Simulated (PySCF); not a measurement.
## InBi at M06

Computed with M06; basis In cc-pVDZ-PP with ECP28, Bi cc-pVDZ-PP with ECP60; scalar-relativistic core potentials; PySCF 2.14.

| Quantity | Value |
| --- | --- |
| state | ³Σ⁻ (triplet), unpaired electrons π ↑↑ |
| bond length | 3.052 Å |
| harmonic wavenumber | 125 cm⁻¹ |
| force constant | 0.679 mdyn/Å |
| rotational constant Be | 0.02441 cm⁻¹ |
| anharmonicity ωexe | 0.213 cm⁻¹ |
| vibration–rotation constant αe | 6.17e-05 cm⁻¹ |
| well depth De to In + Bi | 2.16 eV |
| dissociation energy D0 | 2.16 eV |
| bond order (Mayer) | 1.21 |
| dipole moment (positive dipole means In(−)Bi(+)) | -1.26 D |

Spin–orbit coupling is left out, which matters for elements this heavy, above all for dissociation energies. The state is the lowest determinant that a PBE0 search found; another state may lie lower at other levels.
